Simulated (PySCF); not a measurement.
Start geometry of `s1nc2c(ncc(n2)F)n1` from GFN2-xTB (Å):
```
atom  x, y, z in Å
F1    -2.666   -1.200    0.038
C2    -1.471   -0.615    0.022
C3    -1.419    0.804    0.039
N4    -0.287    1.452    0.023
C5     0.815    0.687   -0.011
N6     2.073    1.120   -0.034
S7     3.040   -0.154   -0.071
N8     1.943   -1.322   -0.061
C9     0.741   -0.758   -0.027
N10   -0.436   -1.400   -0.010
H11   -2.327    1.388    0.066
```

What comes out of this run: PySCF, PBE0-D3(BJ)/def2-SVP geometry optimisation, gas phase?

```
atom  x, y, z in Å
F1    -2.2388   -1.1117    1.4808
C2    -1.2276   -0.6003    0.8096
C3    -1.1707    0.8411    0.7472
N4    -0.2247    1.4681    0.1158
C5     0.6978    0.6676   -0.4733
N6     1.7430    1.1053   -1.1663
S7     2.5395   -0.2203   -1.6610
N8     1.6082   -1.3952   -1.0281
C9     0.6207   -0.7766   -0.3945
N10   -0.3801   -1.4013    0.2716
H11   -1.9534    1.4191    1.2515
```

The energy falls by 0.079 eV over 8 energy and gradient evaluations, the largest force component goes from 0.0290 to 2.5e-04 Eh/bohr, and the atoms move by 0.021 Å rms after alignment. Among the bonds, C2–C3 and S7–N8 change most and about equally (+0.024 to +0.025 Å). Bonds longer at the end by more than 0.005 Å: 6 of 12; shorter: 3. Among the angles that change most is C5–N6–S7, from 108.2° to 106.0°. Rotational constants go from 3530, 858.8, 690.7 to 3472, 862.7, 691.0 MHz. The orientation of the end geometry is arbitrary; only internal coordinates are fixed.

The run used 149 basis functions and 66 SCF cycles in all.

No frequency check.
